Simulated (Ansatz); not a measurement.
Process, species as SMILES: [Cl][Sn][Cl] → [Cl][Sn][Cl] as doublet, charge +1 + e-
Each molecule is optimised on its own at B3LYP-D3(BJ)/def2-TZVP (Ansatz, a first-principles code). A spin state is the lowest found, not a proven ground state.

Quantity: adiabatic ionisation energy (electronic energy difference), in eV. Cores are frozen in the correlated levels unless marked. UHF or UKS for open shells. Spin-orbit coupling is left out. The frozen core is the preceding noble-gas configuration, with the filled d and f shells of earlier blocks. In def2 rows, elements after Kr have scalar-relativistic effective core potentials. CBS(X,Y): correlation extrapolated as X^-3; Hartree-Fock from the larger set. The bracket is a focal-point correction in the basis named.

```csv
level,program,adiabatic ionisation energy (eV)
PBE/def2-TZVPD,Ansatz,9.76
```

Q: Estimate the value at RI-MP2/CBS(def2-TZVPPD,def2-QZVPPD)+[CCSD(T)-MP2]/def2-TZVPPD as computed with Ansatz.

A: 9.91 eV, so PBE/def2-TZVPD differs from it by -0.15 eV.
